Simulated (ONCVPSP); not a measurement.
# Ranking ONCV potentials for Li (Z = 3)

All share these settings but for the change named:

Li (Z = 3), optimised norm-conserving Vanderbilt (ONCV), made with ONCVPSP 4.0.1 (PBE, fully relativistic). Core none, reference 1s2 2s1. Waves: 1s+2s: rc 1.25 bohr, ncon 3, nbas 6, qcut 10.5 1/bohr, 2 projectors; p scattering state at 0.35 Ha: rc 1.10 bohr, ncon 4, nbas 8, qcut 7.4 1/bohr, 1 projector; d scattering state at 0.14 Ha: rc 1.30 bohr, ncon 3, nbas 6, qcut 7.4 1/bohr, 3 projectors, debl 2.8 Ha. Local part: polynomial inside 0.70 bohr (lpopt 3, dvloc0 0 Ha). Core correction: none.

Open shells are filled in proportion to 2j + 1.

Test errors are all-electron minus pseudo excitation energies from the reference, over 1s2 2s0; 1s2 2s0.5; 1s2 2s0 2p1; 1s1 2s1. None of these files shows a bound ghost.

The base gives 1074.8 meV.

Of 10 variants that were run, those that failed, showed a ghost or another fault, or gave nearly equal values are left out.

A variant can come out equal or close to the base, since the largest error may sit in a test that the change hardly touches while other tests move.

Problem. Rank these variants by their largest absolute test error, smallest first.
A. all radii scaled by about 1.20 (s 1.50, p 1.32, d 1.56 bohr); local potential polynomial inside 0.84 bohr (lpopt 3, dvloc0 0 Ha)
B. d: nproj 2
C. s: rc 0.92
D. s: rc 1.32
E. s: qcut 9

Solution. C (620.4 meV), B (1074.8 meV), D (1213.6 meV), E (1385.1 meV), A (1681.7 meV).
